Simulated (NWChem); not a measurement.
Species: C3H10O4Si; SMILES CC(C)O[Si](O)(O)O

```xyz
18

C     -0.9602     1.9777    -1.0542
C     -0.2147     1.6544     0.2399
C      0.6880     2.7929     0.7027
O      0.6215     0.4971     0.0356
Si     0.1395    -1.0614     0.2155
O     -0.6642    -1.1549     1.6547
O      1.5145    -1.9703     0.0973
O     -0.9023    -1.6538    -0.9243
H     -1.6160     2.8456    -0.9173
H     -0.2476     2.2053    -1.8555
H     -1.5727     1.1270    -1.3699
H     -0.9395     1.4251     1.0319
H      1.4391     3.0183    -0.0630
H      1.2084     2.5196     1.6262
H      0.1008     3.6990     0.8901
H     -1.2549    -1.9173     1.7321
H      2.3072    -1.5264     0.4305
H     -0.4675    -1.9761    -1.7265
```
Atoms are numbered in this order, from 1.

Computed with NWChem. Pople sets run with spherical d functions. Structure relaxed at the B3LYP/6-31G* (spherical d) level. Not confirmed as a minimum by frequencies. B3LYP is NWChem's, with the RPA form of VWN correlation. Static field.

Problem. Among these, which level gives the highest value of “anisotropy (bohr³)”?
(A) PBE/6-31+G*
(B) BHandHLYP/6-31+G*
(C) B3LYP/6-31+G*

Solution. A, PBE/6-31+G*. Values: BHandHLYP/6-31+G* 10.5; B3LYP/6-31+G* 12.0; PBE/6-31+G* 13.7
